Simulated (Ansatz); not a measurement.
Species: H5B2N, SMILES `BNB` (charge 0, multiplicity 1).

Give a relaxed geometry from B3LYP-D3(BJ)/def2-TZVP in Ansatz (a program for electronic structure).

the end point of this relaxation (outside a Z-matrix the atoms follow the SMILES, hydrogens last).
Z-matrix (Å, degrees):
```
N
H 1 1.0119
B 1 1.4193 2 116.86
B 1 1.4193 2 116.86 3 -179.99
H 3 1.1892 1 118.69 2 -179.94
H 4 1.1892 1 118.69 2 179.95
H 4 1.1921 6 121.88 1 179.95
H 3 1.1921 5 121.88 1 -179.92
```
